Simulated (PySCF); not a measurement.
## `Cl[C@@H]1[SiH2]C=C1C1CCC1`: 4 charge schemes on one density

Compound: C7H11ClSi.
Z-matrix (Å and degrees, GFN2-xTB geometry), rows numbered from 1:
```
Cl
C   1  1.7912
Si  2  1.9426  1  116.75
C   3  1.8824  2   72.06  1  -115.42
C   4  1.3439  3   95.70  2     1.44
C   5  1.4783  2  123.36  1   -60.50
C   6  1.5476  5  116.15  2   -63.54
C   7  1.5348  6   89.07  5  -134.62
C   8  1.5357  7   89.73  6    12.36
H   2  1.0893  1  105.39  3   135.76
H   3  1.4613  2  114.65  1   130.61
H   3  1.4567  2  113.76  1    -1.66
H   4  1.0775  3  137.41  2  -178.95
H   6  1.0938  5  108.61  2    61.98
H   7  1.0877  6  116.14  5   105.98
H   7  1.0889  6  112.18  5   -20.47
H   8  1.0882  7  112.64  6  -102.28
H   8  1.0881  7  115.88  6   131.37
H   9  1.0877  6  112.31  5    17.83
H   9  1.0877  6  116.02  5  -108.62
```

Density: PBE0/pcSseg-1 (PySCF); schemes: Mulliken, IAO, Hirshfeld and ESP-fitted. Geometry: GFN2-xTB, one conformer, isolated molecule.

At which atom do the 4 schemes differ most?

At C6: from -0.239 (Mulliken) to +0.428 e (ESP-fitted), 0.667 e apart.

Do the Mulliken, IAO, Hirshfeld and ESP-fitted schemes agree on where the charge is highest?

All schemes agree: Mulliken Si3 (+0.737); IAO Si3 (+0.757); Hirshfeld Si3 (+0.338); ESP-fitted Si3 (+0.598).

Do the Mulliken, IAO, Hirshfeld and ESP-fitted schemes agree on where the charge is lowest?

The schemes don't all agree: Mulliken C2 (-0.415); IAO C4 (-0.441); Hirshfeld C4 (-0.150); ESP-fitted C2 (-0.357).

What partial charge does each atom carry?

In e:

| atom | environment | Mulliken | IAO | Hirshfeld | ESP-fitted |
| --- | --- | --- | --- | --- | --- |
| Cl1 | alkyl chlorine | -0.138 | -0.128 | -0.089 | -0.143 |
| C2 | sp3 C–Cl carbon | -0.415 | -0.364 | -0.089 | -0.357 |
| Si3 | SiH2 silicon | +0.737 | +0.757 | +0.338 | +0.598 |
| C4 | alkene CH carbon | -0.305 | -0.441 | -0.150 | -0.354 |
| C5 | fully substituted alkene carbon | -0.090 | +0.046 | +0.013 | -0.135 |
| C6 | allylic carbon | -0.239 | -0.129 | -0.026 | +0.428 |
| C7 | four-membered-ring carbon | -0.144 | -0.263 | -0.068 | -0.222 |
| C8 | four-membered-ring carbon | -0.233 | -0.263 | -0.069 | -0.045 |
| C9 | four-membered-ring carbon | -0.129 | -0.264 | -0.069 | -0.255 |
| H10 | methine hydrogen | +0.174 | +0.158 | +0.037 | +0.187 |
| H11 | Si–H hydrogen | -0.088 | -0.123 | -0.073 | -0.119 |
| H12 | Si–H hydrogen | -0.069 | -0.110 | -0.067 | -0.100 |
| H13 | vinylic hydrogen | +0.070 | +0.147 | +0.040 | +0.142 |
| H14 | methine hydrogen | +0.144 | +0.156 | +0.041 | 0.000 |
| H15 | methylene hydrogen | +0.129 | +0.139 | +0.039 | +0.047 |
| H16 | methylene hydrogen | +0.112 | +0.135 | +0.037 | +0.095 |
| H17 | methylene hydrogen | +0.120 | +0.138 | +0.041 | +0.052 |
| H18 | methylene hydrogen | +0.120 | +0.136 | +0.038 | +0.033 |
| H19 | methylene hydrogen | +0.117 | +0.135 | +0.038 | +0.097 |
| H20 | methylene hydrogen | +0.127 | +0.137 | +0.039 | +0.052 |

Mean size of the charges over all atoms: IAO 0.208 e, Mulliken 0.185 e, ESP-fitted 0.173 e, Hirshfeld 0.070 e. Each set sums to the total charge, 0, to within 0.001 e. The Hirshfeld scheme divides the density at each point in proportion to the densities of the neutral, spherically averaged free atoms.

How closely do the schemes follow one another over all atoms?

Correlation coefficient and root-mean-square difference: Mulliken with IAO 0.96, 0.069 e; IAO with Hirshfeld 0.96, 0.168 e; Mulliken with Hirshfeld 0.94, 0.151 e; Hirshfeld with ESP-fitted 0.81, 0.161 e; IAO with ESP-fitted 0.80, 0.156 e; Mulliken with ESP-fitted 0.74, 0.171 e.

Sum the charges by element, for elements with more than one atom.

```csv
element,atoms,Mulliken,IAO,Hirshfeld,ESP-fitted
C,7,-1.554,-1.677,-0.458,-0.940
H,11,+0.955,+1.047,+0.209,+0.485
```
